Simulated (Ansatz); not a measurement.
Job for Ansatz (a program for electronic structure): U-B3LYP/def2-TZVPP on F2Sn (SMILES [F][Sn][F]), a point of a bond scan (R = 1.559 Å). Elements past Kr take the def2 small-core potentials; no spin–orbit coupling.

Ansatz 0.2 input:
```yaml
crystal:
  periodic: [false, false, false]
  atoms:
    - {symbol: Sn, position_ang: [0.02632264, -0.01583816, 0.34295287]}
    - {symbol: F, position_ang: [0.52891538, 1.03561114, -0.69186109]}
    - {symbol: F, position_ang: [-0.80080048, -1.21048367, -0.95472913]}
basis:
  gaussian:
    orbitals: def2-TZVPP
hamiltonian:
  xc: {name: B3LYP}
magnetization: {spin_polarized: true, initial_magnetization: 0}
```

It printed:

```
Functional definition: B3LYP
[...]
integrals: 0.03 GiB planned
744 factors; their error is unknown
mean field: 0.42 GiB planned
mean field evaluation 1: about -11263.6702 eV, gradient 4.3e1 eV
mean field evaluation 2: about -11237.1623 eV, gradient 1.0e2 eV
mean field evaluation 4: about -11268.8038 eV, gradient 6.0e0 eV
mean field evaluation 8: about -11268.9760 eV, gradient 1.5e-1 eV
mean field evaluation 16: about -11268.9760 eV, gradient 7.3e-5 eV
mean field -11268.97603969 eV, -414.1272310725 hartree, gradient 7.3e-5 eV, S^2 0.000000; 0 other end points of the search recorded, 0 dependent functions left out
reference -11268.97623372 eV, -414.1272382027 hartree; 20, 20 occupied and 92, 92 virtual orbitals, 744 factors
Total energy: -11268.97623372 eV, -414.1272382027 hartree
```

The calculation finished and met its thresholds.

Cost: around 2.3 core-seconds (rough).
